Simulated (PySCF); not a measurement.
C4H5Cl2F.
Z-matrix (Å and degrees, GFN2-xTB geometry), rows numbered from 1:
```
F 
C   1  1.3714
C   2  1.4912  1  110.12
C   3  1.3269  2  126.23  1   174.07
C   4  1.4885  3  125.84  2    -0.79
Cl  5  1.7866  4  111.74  3    58.26
Cl  5  1.7916  4  111.18  3   -63.45
H   2  1.0968  1  106.78  3  -121.05
H   2  1.0957  1  107.09  3   121.96
H   3  1.0804  2  114.18  1    -6.18
H   4  1.0796  3  119.52  2   179.61
H   5  1.0907  4  112.13  3   177.66
```

Theory: PBE0/def2-SVPD in PySCF (dipole) on a GFN2-xTB geometry, gas phase.

Masses are those of the commonest isotopes; rigid-rotor values at the optimised geometry. The values belong to one conformer with, in the numbering `[F:1][CH2:2]/[CH:3]=[CH:4]\[CH:5]([Cl:6])[Cl:7]`, F1–C2–C3–C4 174°, C3–C4–C5–Cl6 58°.

(1) What are A, B and C (MHz)?

(2) What kind of rotor is it?

(3) Is it planar, by Δ = Ic − Ia − Ib?

(4) Give the other two planar moments, Paa and Pbb, and the rms extents of the mass along the axes.

(5) List the rotational levels J(Ka,Kc) to J = 2 (MHz).

(6) Which lines would a microwave search look for?

Answers

(1) Ia = 224.01, Ib = 451.30, Ic = 526.60 u·Å²; 505379 MHz·u·Å²/I gives A = 2256, B = 1120, C = 959.7 MHz.

(2) An asymmetric top. Ray's parameter κ = (2B − A − C)/(A − C) = -0.753; −1 is the prolate and +1 the oblate limit.

(3) Not planar: Δ = Ic − Ia − Ib = -148.71 u·Å². For a rigid frame Δ = −2 Σ m c², so Σ m c² = 74.36 u·Å² lies off the ab plane: 12.88 from hydrogen and 61.47 from heavier atoms. The atom farthest from that plane is 2.55 Å away.

(4) Paa = Σ m a² = (Ib + Ic − Ia)/2 = 376.95 and Pbb = Σ m b² = (Ia + Ic − Ib)/2 = 149.66 u·Å². With the mass M = 141.98 u, the rms extents √(P/M) along a, b and c are 1.63, 1.03, 0.72 Å.

(5) Above 0(0,0):
J = 1: 1(0,1) 2080, 1(1,1) 3216, 1(1,0) 3376
J = 2: 2(0,2) 6223, 2(1,2) 7215, 2(1,1) 7695, 2(2,1) 11104, 2(2,0) 11119

(6) The dipole components are |μa| = 1.03 D, |μb| = 0.17 D, |μc| = 1.92 D. Intensities carry the squares of the components, which stand as 0.29 : 0.01 : 1.00 (a : b : c). Some lines, for components of 0.1 D or more:

```csv
type,branch,"J(Ka,Kc)",MHz,lower level (cm⁻¹)
a,Q,"3(1,2) ← 3(1,3)",960,0.440
b,Q,"3(1,2) ← 3(0,3)",1764,0.414
b,Q,"4(1,3) ← 4(0,4)",2199,0.686
c,Q,"4(2,3) ← 4(1,3)",2881,0.759
b,Q,"3(2,1) ← 3(1,2)",3257,0.472
c,R,"1(1,0) ← 0(0,0)",3376,0.000
b,R,"3(0,3) ← 2(1,2)",5185,0.241
b,R,"4(1,3) ← 3(2,2)",5425,0.578
b,Q,"3(3,1) ← 3(2,2)",6091,0.578
a,R,"3(2,2) ← 2(2,1)",6239,0.370
c,R,"2(2,0) ← 1(1,0)",7744,0.113
a,R,"4(1,4) ← 3(1,3)",7969,0.440
a,R,"4(2,2) ← 3(2,1)",8455,0.581
a,R,"4(1,3) ← 3(1,2)",8604,0.472
b,R,"3(2,2) ← 2(1,1)",9647,0.257
b,R,"3(2,1) ← 2(1,2)",10205,0.241
c,R,"4(1,3) ← 3(0,3)",10368,0.414
b,R,"4(2,3) ← 3(1,2)",11485,0.472
c,R,"4(2,2) ← 3(1,2)",11712,0.472
b,R,"3(3,1) ← 2(2,0)",12314,0.371
b,R,"3(3,0) ← 2(2,1)",12330,0.370
c,R,"4(2,3) ← 3(1,3)",12444,0.440
b,R,"4(2,2) ← 3(1,3)",12671,0.440
b,R,"4(3,2) ← 3(2,1)",14360,0.581
c,R,"4(3,1) ← 3(2,1)",14367,0.581
c,R,"4(4,0) ← 3(3,0)",16834,0.782
c,R,"4(4,1) ← 3(3,1)",16835,0.782
```

GFN2-xTB frequencies: not computed here. Zero-point vibration and centrifugal distortion are left out. Quadrupole hyperfine structure (35Cl) is left out.

Time: 22 s. Hardware: one thread, Arm Neoverse V2, no GPU (shared host). This is the PBE0/def2-SVPD job that gave the dipole, with the excitations it also computed.
